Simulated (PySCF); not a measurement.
Molecule: CH₄O₂Si, SMILES CO[Si]O, singlet. Atoms near the plane z = 0.6 Å, at the PBE0/def2-SVP optimised geometry (x, y, z in Å): Si1 (-1.5, -0.1, 0.0), O2 (-1.7, 1.6, 0.0), H3 (-0.9, 2.1, 0.0), O4 (0.2, -0.1, 0.0), C5 (1.0, -1.2, 0.0), H7 (1.7, -1.2, 0.9), H8 (0.5, -2.1, 0.0).

Computed with PBE0/def2-TZVP in PySCF 2.14.0. The values are rescaled to run from 0 to 1.

```
|1111111111111111111111111111111|
|1111111111111111111111111111111|
|1111111111111111111111111111111|
|1111111111111111111111111111111|
|1111111111111111111111111111111|
|1111111111111111111111111111111|
|1111111111100011111111111111111|
|1111111111100001111111111111111|
|1111111111110001111111111111111|
|1111111122111001111111111111111|
|1111111123211001111111111111111|
|1111111123321011111111111111111|
|1111111112211011111111111111111|
|1111111011100011111111111111111|
|1111111100000122221111111111111|
|1111111111000233211001111111111|
|1111111122101222110001111111111|
|1111111222111111110111111111111|
|1111111122111110000464111111111|
|1111111111111000001696211111111|
|1111111111111100112453111111111|
|1111111111111111122111111111111|
|1111111111111111111111111111111|
|1111111111111111111111111111111|
|1111111111111111111111111111111|
|1111111111111111111111111111111|
|1111111111111111111111111111111|
|1111111111111111111111111111111|
|1111111111111111111111111111111|
|1111111111111111111111111111111|
|1111111111111111111111111111111|
```
Scale: ten equal steps from 0.000 (start of '0') to 1.00 (end of '9'), in the order '0123456789'; x runs from -4.50 to 4.50, y from -4.50 (bottom) to 4.50 (top).

Problem. Which quantity is mapped?
A. log10 of the electron density
B. an orbital amplitude
C. deformation density (molecule minus spherical neutral atoms)
D. Laplacian of the electron density

Solution. C, deformation density (molecule minus spherical neutral atoms). In full: deformation density (molecule minus spherical neutral atoms) (e/bohr³).
